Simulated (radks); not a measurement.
The numbers below are computed, except where a source is named.
Problem. Code: a radial shooting solver on a logarithmic mesh with Libxc functionals. Model: Dirac Kohn-Sham, PBE, spin-unpolarised, spherical densities, point nucleus; open shells fill j = l - 1/2 first. Each species is in its NIST ground configuration. Rank Lu3+, Yb3+, La3+, Nd3+, Pm3+, Er3+, Dy3+, Sm3+, Ho3+, Tb3+, Eu3+, Ce3+, Gd3+, Tm3+, Pr3+ by Delta-SCF ionisation energy (eV), largest first.

Solution. La3+ 49.942, Lu3+ 45.883, Yb3+ 45.608, Tm3+ 45.286, Er3+ 44.915, Ho3+ 44.490, Dy3+ 44.007, Tb3+ 43.462, Eu3+ 42.899, Gd3+ 42.850, Sm3+ 42.108, Pm3+ 41.227, Nd3+ 40.242, Pr3+ 39.138, Ce3+ 37.890.
